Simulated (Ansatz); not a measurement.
An input meant for In₄Sb₅H₁₆⁺, a cluster cut from zinc blende InSb (hydrogen-capped) (charge 1, singlet).

```yaml
crystal:
  periodic: [false, false, false]
  atoms:
    - {symbol: Sb, position_ang: [0.686289, -6.830143, 0.117464]}
    - {symbol: Sb, position_ang: [0.675149, 0.115038, -6.827140]}
    - {symbol: Sb, position_ang: [-6.104004, -0.014034, -0.006008]}
    - {symbol: Sb, position_ang: [0.670559, -0.117964, 6.825639]}
    - {symbol: Sb, position_ang: [0.657458, 6.830151, -0.114999]}
    - {symbol: In, position_ang: [-3.129333, -3.965320, -3.955203]}
    - {symbol: In, position_ang: [4.835942, -4.451581, 4.459148]}
    - {symbol: In, position_ang: [4.812830, 4.480247, -4.467972]}
    - {symbol: In, position_ang: [-3.150159, 3.944691, 3.951439]}
    - {symbol: H, position_ang: [2.488570, -9.297629, -2.034599]}
    - {symbol: H, position_ang: [-1.573994, -9.316179, 1.757778]}
    - {symbol: H, position_ang: [2.483212, -2.034669, -9.292638]}
    - {symbol: H, position_ang: [-1.591363, 1.744096, -9.315042]}
    - {symbol: H, position_ang: [-8.583964, -1.991258, 1.966360]}
    - {symbol: H, position_ang: [-8.583417, 1.957429, -1.984805]}
    - {symbol: H, position_ang: [-1.589975, -1.765286, 9.306837]}
    - {symbol: H, position_ang: [2.461702, 2.038735, 9.297281]}
    - {symbol: H, position_ang: [-1.607875, 9.318729, -1.744430]}
    - {symbol: H, position_ang: [2.456174, 9.292728, 2.045812]}
    - {symbol: H, position_ang: [-5.416747, -6.085061, -6.079665]}
    - {symbol: H, position_ang: [5.104587, -7.100033, 7.112030]}
    - {symbol: H, position_ang: [7.158405, -2.352699, 2.365978]}
    - {symbol: H, position_ang: [5.042223, 7.131089, -7.121820]}
    - {symbol: H, position_ang: [7.164987, 2.406703, -2.384051]}
    - {symbol: H, position_ang: [-5.449096, 6.057163, 6.070685]}
basis:
  gaussian: {orbitals: def2-SVP}
total_charge: 1
hamiltonian: {xc: {name: B3LYP5}}
scf: {lower_state_search: off}
```

```sh
$ ansatz run in.yaml --threads 2 --pin off --events-out ev --progress --plain --max-ram 32768MiB --backend cuda --devices 0, --max-vram 18GiB
```

It prints (some lines left out):

```
Functional definition: B3LYP5
3882 factors; integrals over basis functions are off by at most 3.1e-4 eV
mean field evaluation 1: about -53467.5602 eV, gradient 8.9e1 eV
mean field evaluation 2: about -53151.0364 eV, gradient 1.9e2 eV
mean field evaluation 4: about -53270.4665 eV, gradient 1.4e2 eV
mean field evaluation 8: about -53570.0175 eV, gradient 3.3e0 eV
mean field evaluation 16: about -53570.1540 eV, gradient 3.7e0 eV
mean field evaluation 32: about -53570.2772 eV, gradient 2.6e-6 eV
mean field -53570.27721448 eV, -1968.6713763939 hartree, gradient 2.6e-6 eV, S^2 0.000000; 0 other end points of the search recorded, 0 dependent functions left out
reference -53570.27879576 eV, -1968.6714345050 hartree; 107, 107 occupied and 207, 207 virtual orbitals, 3882 factors
Total energy: -53570.27879576 eV, -1968.6714345050 hartree
Checks for a lower state left out: stability, starts, cluster_reference, orbital_swaps, neighbouring_geometries, increment
```

In this input the geometry is stretched to more than twice its size. The run converged. The result belongs to that input, not to the species as meant.

In the def2 sets In, Sb take a core potential; there is no spin–orbit coupling.
